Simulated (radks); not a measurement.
Results of a calculation; reference values are marked as such.
Question: Species: Kr18+. Configuration: [Ar]. Code: a radial shooting solver on a logarithmic mesh with Libxc functionals. Model: Dirac Kohn-Sham, PBE, spin-unpolarised, spherical densities, point nucleus. Some entries of the table are withheld. Estimate them.

orbital,occ.,eigenvalue (hartree),<r> (bohr),r(max) (bohr)
1s1/2,2,-545.2005,0.04150,(1)
2s1/2,2,-93.58071,0.1820,0.1540
2p1/2,2,-87.09360,0.1563,(2)
2p3/2,4,-85.09932,0.1601,(3)
3s1/2,2,-30.68291,0.4722,0.4376
3p1/2,2,-28.43613,(4),(5)
3p3/2,4,-28.02909,(6),(7)

Answer: 
(1) 1s1/2 r(max) (bohr): 0.02708
(2) 2p1/2 r(max) (bohr): 0.1210
(3) 2p3/2 r(max) (bohr): 0.1243
(4) 3p1/2 <r> (bohr): 0.4603
(5) 3p1/2 r(max) (bohr): 0.4215
(6) 3p3/2 <r> (bohr): 0.4670
(7) 3p3/2 r(max) (bohr): 0.4280
